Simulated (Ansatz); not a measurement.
Input (CCSDT(Q)/aug-cc-pVDZ; Ansatz, a first-principles code):

Ansatz 0.2 input:
```yaml
crystal:
  periodic: [false, false, false]
  atoms:
    - {symbol: B, position_ang: [-0.88496449, -1.29870971, 0.22268217]}
    - {symbol: H, position_ang: [-1.87519220, -1.51529994, -0.39728966]}
    - {symbol: Br, position_ang: [0.18000042, 0.22882424, -0.02046061]}
basis:
  gaussian:
    orbitals: aug-cc-pVDZ
magnetization: {spin_polarized: true, initial_magnetization: 1}
correlation: {method: ccsdt_q, electrons: outside_noble_gas}
```

Output:

```
Functional definition: HF
integrals: 0.11 GiB planned
1168 factors; integrals over basis functions are off by at most 1.4e-7 eV
mean field: 0.26 GiB planned
mean field evaluation 1: about -70683.7315 eV, gradient 7.8e0 eV
mean field evaluation 2: about -70683.7317 eV, gradient 7.8e0 eV
mean field evaluation 4: about -70684.6869 eV, gradient 1.6e0 eV
mean field evaluation 8: about -70684.7380 eV, gradient 2.2e-3 eV
mean field evaluation 16: about -70684.7365 eV, gradient 2.5e-1 eV
mean field evaluation 32: about -70678.0344 eV, gradient 8.1e-2 eV
mean field evaluation 64: about -70682.9090 eV, gradient 1.9e-1 eV
mean field -70684.73801098 eV, -2597.6162100673 hartree, gradient 2.4e-6 eV, S^2 0.755425; 1 other end points of the search recorded, 0 dependent functions left out
determinant -70684.73801098 eV, -2597.6162100673 hartree, with singles and doubles -70690.41663700 eV, -2597.8248957245 hartree
determinant -70682.91037980 eV, -2597.5490458602 hartree, with singles and doubles -70688.77016359 eV, -2597.7643889424 hartree
15 core orbitals not correlated
reference -70684.73801098 eV, -2597.6162100673 hartree; 6, 5 occupied and 47, 48 virtual orbitals, 1168 factors
second order -5.03009267 eV of doubles, -0.00000000 eV of singles
coupled cluster: 0.75 GiB planned
cycle   1  -5.47388334 eV  change   -4.4e-1 eV  update   7.7e-2
cycle   2  -5.73639643 eV  change   -2.6e-1 eV  update   3.4e-2
cycle   3  -5.90467283 eV  change   -1.7e-1 eV  update   2.2e-2
cycle   4  -5.88780619 eV  change    1.7e-2 eV  update   8.4e-3
cycle   5  -5.88792011 eV  change   -1.1e-4 eV  update   4.7e-3
cycle   6  -5.89200089 eV  change   -4.1e-3 eV  update   1.8e-3
cycle   7  -5.89168827 eV  change    3.1e-4 eV  update   9.7e-4
cycle   8  -5.89155414 eV  change    1.3e-4 eV  update   4.6e-4
cycle   9  -5.89186795 eV  change   -3.1e-4 eV  update   2.2e-4
cycle  10  -5.89173567 eV  change    1.3e-4 eV  update   1.0e-4
cycle  11  -5.89181271 eV  change   -7.7e-5 eV  update   5.6e-5
cycle  12  -5.89181672 eV  change   -4.0e-6 eV  update   3.0e-5
cycle  13  -5.89182390 eV  change   -7.2e-6 eV  update   1.5e-5
cycle  14  -5.89183544 eV  change   -1.2e-5 eV  update   6.3e-6
cycle  15  -5.89183501 eV  change    4.3e-7 eV  update   2.7e-6
cycle  16  -5.89183357 eV  change    1.4e-6 eV  update   1.3e-6
cycle  17  -5.89183331 eV  change    2.6e-7 eV  update   6.9e-7
perturbative correction -0.01062126 eV, -0.0003903240 hartree
Total energy: -70690.64046555 eV, -2597.8331212718 hartree
```
